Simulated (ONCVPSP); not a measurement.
# Building the ONCV potential for nitrogen (LDA (Perdew-Zunger), scalar-relativistic).

ONCVPSP 4.0.1 was run on this input:

```
# ATOM AND REFERENCE CONFIGURATION
# atsym  z   nc   nv     iexc    psfile
  N 7.00    1    2        3      upf
#
#   n    l    f
    1    0    2.00
    2    0    1.50
    2    1    3.50
#
# PSEUDOPOTENTIAL AND OPTIMIZATION
# lmax
    2
#
#   l,   rc,      ep,       ncon, nbas, qcut
    0    1.10    0.00    3    7    6.70
    1    2.35    0.00    3    7    4.70
    2    2.15    0.15    4    7    4.50
#
# LOCAL POTENTIAL
# lloc, lpopt,  rc(5),   dvloc0
    4    5    0.85    0.00
#
# VANDERBILT-KLEINMAN-BYLANDER PROJECTORs
# l, nproj, debl
    0    2    2.70
    1    1    2.10
    2    2    2.00
#
# MODEL CORE CHARGE
# icmod, fcfact, rcfact
    0    0.00    0.00
#
# LOG DERIVATIVE ANALYSIS
# epsh1, epsh2, depsh
   -2.00    5.00    0.02
#
# OUTPUT GRID
# rlmax, drl
    6.00    0.01
#
# TEST CONFIGURATIONS
# ncnf
    4
# nvcnf
#   n    l    f
    2
    2    0    2.00
    2    1    3.00
#
    2
    2    0    2.00
    2    1    2.00
#
    2
    2    0    2.00
    2    1    1.00
#
    2
    2    0    2.00
    2    1    0.00
#
```

Command:

```bash
oncvpsp.x < N.dat > N.out
```

Output (shortened: citation, most of the input echo, consistency checks and plot data are left out):

```
ONCVPSP  (Optimized Norm-Conservinng Vanderbilt PSeudopotential)
scalar-relativistic version 4.0.1

#   n    l    f        energy (Ha)
    1    0    2.00    -1.4034124E+01
    2    0    1.50    -6.8533150E-01
    2    1    3.50    -2.7359636E-01

Reference configufation results
  iterations    24
  all-electron total energy (Ha)   -5.38482458D+01

Begin loop to  construct optimized pseudo wave functions
and semi-local pseudopoentials for all angular momenta

   Wellstate for l =  0  n =  4
     eigenvalue =   2.0147
     asymptotic potential =   2.5147
     half-point radius =  3.3654

Calculating optimized projector #   1

 for l=   0

    Fraction of norm inside rc  0.408473
    Optimizing pswf for qcut=   6.72 a_B^-1,  ecut=  22.57 Ha
    Residual kinetic energy error=  4.61D-04 Ha

    Energy error per electron        Cutoff
         Ha          eV             Ha
         0.01000     0.27211       12.82
         0.00100     0.02721       20.07
         0.00010     0.00272       75.90
         0.00001     0.00027      158.69

Calculating optimized projector #   2

 for l=   0

    Fraction of norm inside rc  0.073573
    Optimizing pswf for qcut=   6.72 a_B^-1,  ecut=  22.57 Ha
    Residual kinetic energy error=  4.95D-04 Ha

    Energy error per electron        Cutoff
         Ha          eV             Ha
         0.01000     0.27211       12.18
         0.00100     0.02721       20.47
         0.00010     0.00272       38.80
         0.00001     0.00027       87.18

Calculating optimized projector #   1

 for l=   1

    Fraction of norm inside rc  0.864694
    Optimizing pswf for qcut=   4.71 a_B^-1,  ecut=  11.07 Ha
    Residual kinetic energy error=  8.31D-05 Ha

    Energy error per electron        Cutoff
         Ha          eV             Ha
         0.01000     0.27211        7.34
         0.00100     0.02721        9.17
         0.00010     0.00272       11.75
         0.00001     0.00027       34.19

   Wellstate for l =  2  n =  3
     eigenvalue =   0.1500
     asymptotic potential =   0.6500
     half-point radius = 12.5559

   Wellstate for l =  2  n =  5
     eigenvalue =   2.1500
     asymptotic potential =   2.6500
     half-point radius =  4.6563

Calculating optimized projector #   1

 for l=   2

    Fraction of norm inside rc  0.008446
    Optimizing pswf for qcut=   4.51 a_B^-1,  ecut=  10.15 Ha
    Residual kinetic energy error=  1.71D-06 Ha

    Energy error per electron        Cutoff
         Ha          eV             Ha
         0.01000     0.27211        0.46
         0.00100     0.02721        1.65
         0.00010     0.00272        4.60
         0.00001     0.00027        7.85

Calculating optimized projector #   2

 for l=   2

    Fraction of norm inside rc  0.196664
    Optimizing pswf for qcut=   4.51 a_B^-1,  ecut=  10.15 Ha
    Residual kinetic energy error=  2.62D-03 Ha

    Energy error per electron        Cutoff
         Ha          eV             Ha
         0.01000     0.27211        8.04
         0.00100     0.02721       11.59
         0.00010     0.00272       28.06
         0.00001     0.00027       45.81

Construct Vanderbilt / Kleinmman-Bylander projectors

B matrix Hermiticity error, ll=   0
   1   2   -1.2809E-04

  Orthonormal projector coefficients  9.0043E+00  1.6518E+00

B matrix Hermiticity error, ll=   2
   1   2   -6.0698E-06

  Orthonormal projector coefficients -9.0269E+00 -1.3364E+00

Pseudoatom total energy   -8.995444

Diagnostic tests using Vanderbilt-Kleinman-Bylander pseudopotentials
  1 or more projectors used as specified by nproj input data

   l    rcore       rmatch      e in        delta e   norm test  slope test

   0   1.1035545   1.1370608  -0.6853315   0.0000560   1.0000615   1.0004939
   0   1.1035545   1.1370608   2.0146685   0.0000539   1.0002134   1.0002134

   1   2.3590509   2.4306768  -0.2735964  -0.0000335   0.9999593   0.9998836

   2   2.1565901   2.2220689   0.1500000   0.0000019   1.0000373   1.0000373
   2   2.1565901   2.2220689   2.1500000  -0.0000334   1.0027634   1.0027634

 Testing for bound ghosts
   n   l    E NL Schr. Eq   E Basis Diag.   E Cutoff

   1   0       -0.685275       -0.664374    153.43

   2   1       -0.273630       -0.273395     27.81

 Testing for highly-localized positive-energy ghosts
       l    <radius>/rc     E Basis Diag.   E Cutoff

       2        0.383232        2.327411     54.73  WARNING - GHOST(+)

Test configuration 0

   n   l     f        eae           eps        diff
   1   0  2.0000  -14.03412447
   2   0  1.5000   -0.68533150   -0.68527546    5.60D-05
   2   1  3.5000   -0.27359636   -0.27362988   -3.35D-05

    Total energies and differences
      AE_ref= -5.38482458D+01  AE_tst= -5.38482458D+01  dif=  0.00D+00
      PS_ref= -8.99544416D+00  PS_tst= -8.99544416D+00  dif= -1.24D-14
      PSP excitation error=  1.24D-14

Test configuration 1

   n   l     f        eae           eps        diff
   1   0  2.0000  -14.02086029
   2   0  2.0000   -0.67703363   -0.67148353    5.55D-03
   2   1  3.0000   -0.26613515   -0.26254361    3.59D-03

    Total energies and differences
      AE_ref= -5.38482458D+01  AE_tst= -5.40539021D+01  dif= -2.06D-01
      PS_ref= -8.99544416D+00  PS_tst= -9.20059534D+00  dif= -2.05D-01
      PSP excitation error= -5.05D-04

Test configuration 2

   n   l     f        eae           eps        diff
   1   0  2.0000  -14.64365625
   2   0  2.0000   -1.18517356   -1.17097890    1.42D-02
   2   1  2.0000   -0.76499715   -0.73911573    2.59D-02

    Total energies and differences
      AE_ref= -5.38482458D+01  AE_tst= -5.35492729D+01  dif=  2.99D-01
      PS_ref= -8.99544416D+00  PS_tst= -8.70811432D+00  dif=  2.87D-01
      PSP excitation error=  1.16D-02

Test configuration 3

   n   l     f        eae           eps        diff
   1   0  2.0000  -15.45808318
   2   0  2.0000   -1.79679402   -1.75031611    4.65D-02
   2   1  1.0000   -1.38235134   -1.29439471    8.80D-02

    Total energies and differences
      AE_ref= -5.38482458D+01  AE_tst= -5.24846513D+01  dif=  1.36D+00
      PS_ref= -8.99544416D+00  PS_tst= -7.69643328D+00  dif=  1.30D+00
      PSP excitation error=  6.46D-02

Test configuration 4

   n   l     f        eae           eps        diff
   1   0  2.0000  -16.44737199
   2   0  2.0000   -2.49127182   -2.38000286    1.11D-01

    Total energies and differences
      AE_ref= -5.38482458D+01  AE_tst= -5.07513812D+01  dif=  3.10D+00
      PS_ref= -8.99544416D+00  PS_tst= -6.10353474D+00  dif=  2.89D+00
      PSP excitation error=  2.05D-01
```

The run took about 2 s on one core of a shared server CPU.
